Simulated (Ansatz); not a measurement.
Cartesian coordinates in Å:
```
C 0.671 0.744 -0.620
C -0.107 -0.200 0.194
N 0.209 -0.948 1.216
B -1.142 -1.029 0.768
H 0.218 1.737 -0.560
H 1.711 0.793 -0.290
H 0.628 0.447 -1.671
H -2.187 -1.544 0.963
```

Total charge 0; spin multiplicity 1.

(1) List the PBE0/def2-TZVPP orbital energies in eV (the Gaussian-basis code of Ansatz). (Best estimate.)

## Answers

(1) The calculation gave: Occupied: -391.63, -279.80, -278.73, -184.80, -26.89, -21.21, -14.74, -14.00, -12.61, -12.16, -11.96, -10.22, -9.79, -7.16. Lowest empty: -0.57, 0.03, 1.15, 2.06, 2.50, 2.52, 3.30, 3.31.
